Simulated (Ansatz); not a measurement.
Total energies of Ga9Sb9H24, a nanocrystal cut from wurtzite GaSb (hydrogen-capped) from Ansatz at PBE0-D4/def2-SVP, gas phase (1 Eh = 27.2114 eV = 2625.5 kJ/mol). The reference geometry is relaxed at r2SCAN-D4/def2-SVP.

| atom | x (Å) | y (Å) | z (Å) |
| --- | --- | --- | --- |
| Ga1 | -5.064 | -1.653 | 0.662 |
| Sb2 | -3.870 | -0.925 | 3.002 |
| Sb3 | -2.945 | -1.133 | -0.891 |
| Ga4 | -2.327 | 1.440 | -1.001 |
| Ga5 | -1.361 | -0.041 | 3.169 |
| Sb6 | -1.245 | 1.945 | 1.409 |
| Sb7 | -0.328 | 1.845 | -2.691 |
| Ga8 | 0.280 | 4.434 | -3.015 |
| Ga9 | 1.231 | 2.909 | 1.386 |
| Sb10 | 1.179 | 4.820 | -0.470 |
| Ga11 | -0.889 | -2.741 | -0.437 |
| Sb12 | 0.077 | -1.897 | 1.927 |
| Sb13 | 1.077 | -2.240 | -2.141 |
| Ga14 | 1.790 | 0.308 | -2.280 |
| Ga15 | 2.623 | -1.136 | 1.932 |
| Sb16 | 2.540 | 0.905 | 0.234 |
| Ga17 | 3.154 | -3.911 | -1.891 |
| Sb18 | 3.889 | -3.061 | 0.593 |
| H19 | -6.188 | -0.591 | 0.430 |
| H20 | -5.290 | -3.195 | 0.783 |
| H21 | -4.810 | 0.219 | 3.841 |
| H22 | -3.994 | -2.162 | 4.165 |
| H23 | -3.408 | -1.509 | -2.488 |
| H24 | -3.558 | 2.381 | -1.233 |
| H25 | -0.881 | 0.319 | 4.613 |
| H26 | -2.187 | 3.187 | 2.094 |
| H27 | -0.942 | 1.298 | -4.184 |
| H28 | -1.022 | 5.292 | -3.121 |
| H29 | 1.544 | 4.591 | -3.921 |
| H30 | 1.785 | 3.353 | 2.779 |
| H31 | 0.398 | 6.143 | 0.262 |
| H32 | 2.741 | 5.496 | -0.468 |
| H33 | -1.275 | -4.256 | -0.338 |
| H34 | 0.028 | -3.249 | 2.962 |
| H35 | 0.381 | -2.550 | -3.665 |
| H36 | 2.978 | 0.584 | -3.263 |
| H37 | 3.218 | -0.808 | 3.340 |
| H38 | 4.151 | 1.445 | 0.126 |
| H39 | 2.656 | -5.379 | -1.689 |
| H40 | 4.323 | -3.475 | -2.833 |
| H41 | 4.007 | -4.367 | 1.677 |
| H42 | 5.536 | -2.633 | 0.631 |

```json
{"state": "charge 0 singlet", "geometry": "reference", "energy (Eh)": "-19496.40126"}
{"state": "charge 1 doublet", "geometry": "reference", "energy (Eh)": "-19496.11948"}
{"state": "charge -1 doublet", "geometry": "reference", "energy (Eh)": "-19496.43772"}
{"state": "free Ga atom (doublet)", "geometry": "–", "energy (Eh)": "-1924.30552"}
{"state": "free Sb atom (quartet)", "geometry": "–", "energy (Eh)": "-240.21816"}
{"state": "free H atom (doublet)", "geometry": "–", "energy (Eh)": "-0.50029"}
```

In the def2 sets Sb takes a core potential; there is no spin–orbit coupling. Single mean-field runs in def2-SVP are fitted with def2-universal-jkfit.

(1) Work out the vertical ionisation energy to the doublet.

(2) Work out the vertical electron affinity, to the doublet.

(3) Give the fundamental gap IE − EA, the Mulliken electronegativity (IE + EA)/2 and the hardness (IE − EA)/2.

(4) What is the binding energy per atom against free atoms?

(1) E(charge 1 doublet) − E(charge 0 singlet) = -19496.11948 − (-19496.40126) = 0.28178 Eh = 7.67 eV. For comparison, −ε of the highest occupied level is 6.63 eV at this level, 1.04 eV less.

(2) E(charge 0 singlet) − E(charge -1 doublet) = -19496.40126 − (-19496.43772) = 0.03646 Eh = 0.99 eV. The basis lacks diffuse functions, which makes affinities too small.

(3) From the values in Eh: IE − EA = 0.28178 − 0.03646 = 0.24532 Eh = 6.68 eV; (IE + EA)/2 = 4.33 eV; (IE − EA)/2 = 3.34 eV. The HOMO–LUMO gap of the same run is 4.82 eV, 1.86 eV smaller than the fundamental gap.

(4) Atoms: 9 × (-1924.30552) + 9 × (-240.21816) + 24 × (-0.50029) = -19492.72008 Eh. Binding: -19492.72008 − (-19496.40126) = 3.68118 Eh = 100.17 eV, or 2.39 eV for each of 42 atoms (no zero-point energy, no counterpoise term).
